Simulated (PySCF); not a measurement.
The vertical singlet excitations below were computed for one of the candidates. The calculation used PySCF 2.14.0, density-fitted response routines, TDDFT CAM-B3LYP/def2-SVPD, vertical, gas phase, core orbitals frozen in the response. Geometries: PBE0-D3(BJ)/def2-SVP, one conformer each.

| state | E (eV) | f | main configurations (H = HOMO, L = LUMO) |
| --- | --- | --- | --- |
| S1 | 7.49 | 0.0001 | H→L (72%), H-1→L+1 (16%) |
| S2 | 7.89 | 0.0001 | H-1→L (50%), H→L+1 (37%) |
| S3 | 7.92 | 0.0010 | H-1→L+1 (63%), H→L (20%), H-1→L+2 (9%) |
| S4 | 8.81 | 0.011 | H-2→L (91%) |
| S5 | 9.04 | 0.011 | H-2→L+1 (76%), H-2→L+2 (8%) |
| S6 | 9.77 | 0.040 | H→L+2 (47%), H→L+1 (24%), H→L+3 (16%) |
| S7 | 9.82 | 0.0017 | H-3→L (73%), H-1→L+2 (10%) |
| S8 | 9.93 | 0.034 | H-1→L+2 (48%), H-1→L+3 (18%), H-3→L (17%) |
| S9 | 10.10 | 0.038 | H-3→L+1 (67%), H-2→L+1 (11%) |
| S10 | 10.39 | 0.034 | H-2→L+2 (57%), H-2→L+3 (10%) |

Orbital energies (eV): HOMO-3 -13.08, HOMO-2 -12.46, HOMO-1 -12.09, HOMO -11.98, LUMO 0.72, LUMO+1 0.82, LUMO+2 1.05.

Task: Which candidate is it?
A. `C=CC/C=N/C=C`
B. `CC(F)(F)C#N`
C. `CCN1C=CC=C1`

Result: B. Its S1, at 7.49 eV, is the highest among the candidates; the nearest of the others has S1 at 6.01 eV. S1 is HOMO→LUMO (72%), HOMO-1→LUMO+1 (16%). Löwdin shares by element: HOMO carbon 48%, nitrogen 46%; LUMO carbon 42% or more, nitrogen 36%, fluorine 8% or more. At the same level the other candidates give, for their lowest levels:
- `CCn1cccc1`: 6.01 eV (f 0.012); 6.23 eV (f 0.107); 6.47 eV (f 0.042); 6.66 eV (f 0.044); 6.83 eV (f 0.003); T1 4.29 eV; HOMO -7.29, LUMO 1.30 eV
- `C=CC/C=N/C=C`: 4.68 eV (f 0.002); 5.76 eV (f 0.816); 6.43 eV (f 0.018); 7.11 eV (f 0.015); 7.23 eV (f 0.005); T1 3.34 eV; HOMO -8.33, LUMO -0.09 eV
Triplets come from the Tamm–Dancoff approximation.
